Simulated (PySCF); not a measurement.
**Electric field gradients and quadrupole coupling constants**

C₇H₁₄NP.
Structure used (GFN2-xTB), in Å, numbered top down from 1:
```
atom  x, y, z in Å
C1     3.1304   -1.4110   -0.3413
C2     1.9885   -0.5093    0.0136
C3     2.2700    0.9564   -0.0485
P4     0.5056   -1.2267    0.3698
N5    -0.5098    0.1421    0.6300
C6    -1.7078   -0.1133    1.4103
C7    -2.8059   -0.4112    0.3855
C8    -2.4016    0.4389   -0.8294
C9    -0.9723    0.9225   -0.5078
H10    3.9805   -1.2283    0.3178
H11    3.4639   -1.2250   -1.3642
H12    2.8413   -2.4567   -0.2558
H13    2.2726    1.3161   -1.0798
H14    3.2551    1.1616    0.3711
H15    1.5210    1.5148    0.5077
H16   -1.5429   -0.9281    2.1161
H17   -1.9471    0.7961    1.9733
H18   -2.7833   -1.4715    0.1310
H19   -3.7967   -0.1631    0.7599
H20   -2.4128   -0.1539   -1.7431
H21   -3.0712    1.2867   -0.9655
H22   -0.9881    1.9784   -0.2137
H23   -0.2941    0.8113   -1.3537
```

Field gradients from the PBE0/pcSseg-1 density (PySCF, non-relativistic), principal values in atomic units, ordered |Vxx| ≤ |Vyy| ≤ |Vzz|:

```json
{"atom": "N5", "Vxx": "0.4599", "Vyy": "0.6336", "Vzz": "-1.0935"}
```

Task: Find the asymmetry η = (Vxx − Vyy)/Vzz and the couplings χ = eQV/h (234.96 MHz × Q in barn × V in au), with Q(14N) = 0.02044 b.

Result: 
```
atom                   environment  nucleus     η  χzz (MHz)  χxx (MHz)  χyy (MHz)
  N5  nitrogen bonded to 2 C and P      14N  0.16      -5.25       2.21       3.04
```

The tensor is traceless: Vxx + Vyy + Vzz = 0.

Task: What is Vzz at N5 in SI units (1 au = 9.71736 × 10²¹ V/m²)?

Result: -1.0935 au = -10.626 × 10²¹ V/m².

Task: And the gradient at the other heavy atoms, for which no coupling is worked out here?

Result: 
| atom | environment | Vzz (au) | η |
| --- | --- | --- | --- |
| C1 | methyl carbon | 0.062 | 0.53 |
| C2 | carbon bonded to 2 C and P | 0.331 | 0.33 |
| C3 | methyl carbon | -0.083 | 0.93 |
| P4 | phosphorus bonded to C and N | -1.284 | 0.48 |
| C6 | sp3 carbon bound to nitrogen | 0.229 | 0.22 |
| C7 | ring CH2 carbon | 0.072 | 0.73 |
| C8 | ring CH2 carbon | 0.077 | 0.81 |
| C9 | sp3 carbon bound to nitrogen | 0.247 | 0.29 |

Were the hydrogens deuterons (Q(2H) = 0.00286 b), χzz would run from 197 kHz (H22 and H17) to 211 kHz (H19).

The structure is a single GFN2-xTB conformer in the gas phase; no vibrational or solvent corrections. GFN2-xTB bond lengths can be off by several hundredths of an ångström, more for odd bonds, and the gradients follow them. With a basis this small, the couplings can be 20 % off.
